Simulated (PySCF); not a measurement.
What an electron can do to SnCl

PBE in PySCF with def2-TZVPPD on every atom (core potentials on Sn), for the lowest determinant that a PBE0 search found; no spin–orbit coupling.

```tsv
species	state (unpaired electrons)	Re (Å)	ωe (cm⁻¹)	energy of the minimum from the neutral (eV)	De (eV)	dissociates to
SnCl	doublet (π ↑)	2.392	334	0.00	4.12	Sn + Cl
SnCl⁺	singlet (closed shell)	2.284	409	6.92	4.46	Sn⁺ + Cl
SnCl⁻	triplet (π ↑↑)	2.563	238	-1.40	1.86	Sn + Cl⁻
```

Q: Work out the lowest energy to break SnCl into atoms, from its vibrational ground state.

A: D0 = De − ωe/2 = 4.12 − 0.02 = 4.10 eV (PBE/def2-TZVPPD).

Q: Work out the ionisation energy of the Sn atom at this level and the threshold of dissociative ionisation.

A: IE(Sn) = 6.92 + 4.46 − 4.12 = 7.26 eV, so Sn⁺ + Cl + e⁻ appears at D0 + IE(Sn) = 11.36 eV (PBE/def2-TZVPPD). The measured IE(Sn) is 7.344 eV (NIST ASD).

Q: Work out the electron affinity of the Cl atom and the threshold of dissociative attachment.

A: EA(Cl) = 4.12 − 1.86 − (-1.40) = 3.66 eV, so Sn + Cl⁻ needs D0 − EA(Cl) = 0.44 eV (PBE/def2-TZVPPD). The measured EA(Cl) is 3.613 eV.

Q: At which energy does ion-pair formation open?

A: Sn⁺ + Cl⁻ lies at D0 + IE(Sn) − EA(Cl) = 7.70 eV (PBE/def2-TZVPPD).

These are thermodynamic thresholds; the onsets seen under electron impact lie higher where the geometry changes, and cross-sections peak well above them.

Spin–orbit coupling is left out, which matters for elements this heavy, above all for dissociation energies. For an ion De counts to the pair picked by the measured ionisation energies or electron affinities, which need not be the lowest pair at this level. The highest Kohn–Sham level is positive in this anion. Much of that is self-interaction error, but it also means that the finite basis helps to hold the extra electron. States were picked by a PBE0 search and need not be the measured ground states.
